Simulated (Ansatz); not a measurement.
The cluster Au₃I₂, relaxed as a doublet with UKS PBE-D4/def2-SVP in Ansatz, starting from the GFN2-xTB geometry. Force threshold 0.02 eV/Å.

In the def2 sets Au, I take a core potential; there is no spin–orbit coupling. The relaxation made no stability test and no search for a lower SCF solution. No other spin state of charge 0 was run. The structure comes from a short search, and lower isomers may exist.

Start:

```tsv
atom	x (Å)	y (Å)	z (Å)
Au1	-2.033	-0.197	-0.790
Au2	0.855	0.851	0.424
Au3	-0.125	-1.915	-0.278
I4	2.426	-1.234	0.779
I5	-1.123	2.495	-0.135
```

```
step  energy (eV)  largest force component (eV/Å)  SCF passes
   1  -27288.9491                           0.543          20
   2  -27289.0068                           0.238          25
   3  -27289.0221                           0.052          22
   4  -27289.0265                           0.030          22
   5  -27289.0270                           0.010          21
```

Force components are those of the run's own axes.

End:

| atom | x (Å) | y (Å) | z (Å) |
| --- | --- | --- | --- |
| Au1 | -2.106 | -0.138 | -0.815 |
| Au2 | 0.871 | 0.813 | 0.426 |
| Au3 | -0.070 | -1.771 | -0.235 |
| I4 | 2.466 | -1.306 | 0.782 |
| I5 | -1.161 | 2.401 | -0.158 |

By distances, no bond broke or formed. The bond that changes most is Au1–I5, from 2.92 to 2.79 Å (atoms count from 1). The end is the same structure that another start reached, the lowest one found.

No frequencies were taken in this run, so the end may be a saddle point.

Hardware: 4 threads of Intel Xeon on a shared host. Wall time 12 s.
